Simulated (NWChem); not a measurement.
# AlH, singlet; SMILES [AlH]

```xyz
2

Al     0.0000     0.0000     0.1423
H      0.0000     0.0000    -1.5249
```
Atoms are numbered in this order, from 1.

Computed with NWChem. Low-valent species are run as closed-shell singlets; no triplet was tried in these runs. Structure relaxed at the PBE0/def2-SVP level. Vertical excitations in the gas phase.

Q: Predict the results for PBE/aug-cc-pVDZ, TDA. Quantities: lowest excitation, singlet (eV); oscillator strength of that lowest state; lowest triplet (eV); orbital gap (eV).

A: The lowest excitation, singlet (eV) is 2.85 and the oscillator strength of that lowest state is 0.057. The lowest triplet (eV) comes out as 1.64 and the orbital gap (eV) is 2.32.
